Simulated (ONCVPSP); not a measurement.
titanium (Ti), ONCV: configuration errors across variants

- Element: Ti
- Generator: ONCVPSP 4.0.1
- Type: optimised norm-conserving Vanderbilt (ONCV)
- Functional: revPBE
- Relativity: scalar-relativistic
- Frozen core: [Ne]
- Valence charge: 12
- Reference configuration: 3s2 3p6 3d2 (charge +2)
- Partial waves: 3s: rc 1.00 bohr, ncon 4, nbas 7, qcut 7.4 1/bohr, 2 projectors, debl 0.6 Ha; 3p: rc 1.65 bohr, ncon 3, nbas 7, qcut 7.3 1/bohr, 3 projectors, debl 0.8 Ha; 3d: rc 1.65 bohr, ncon 4, nbas 9, qcut 8.6 1/bohr, 1 projector
- Local potential: polynomial inside 0.75 bohr (lpopt 5, dvloc0 0 Ha)
- Core correction: Teter function fitted to the true core (icmod 2), fcfact 0.25

In the s channel the program set the typed energies aside and used -2.887, 0.250 Ha. In the p channel the program set the typed energies aside and used -2.011, 0.250, 1.050 Ha.

All-electron excitation energies from the reference (eV): (1) 3s2 3p6 3d2 4s2 -20.710; (2) 3s2 3p6 3d2 4s1 -13.431; (3) 3s2 3p6 3d1 26.860; (4) 3s1 3p6 3d2 4s2 48.999.

1 further variants failed, have other tests or another functional or relativity, and are left out.

Errors AE − PS in meV (a dash: test not solved or not reliable):

```tsv
change	(1)	(2)	(3)	(4)	bound ghosts	GHOST(+) flags above zero
base	+2.4	+1.0	+52	-53	none	s
core correction Teter function, fcfact 2.5, rcfact 1.35	+2.4	+1.0	+51	-56	none	s
p: qcut 11.2	+2.4	+1.0	+53	-51	none	s
```

Question: Give the same row for: all radii but the core radius scaled by about 1.25 (s 1.24, p 2.06, d 2.06 bohr); local potential polynomial inside 0.94 bohr (lpopt 5, dvloc0 0 Ha).

Answer: +1.2, +0.1, +103, -133; bound ghosts: none; GHOST(+) flags above zero: none.
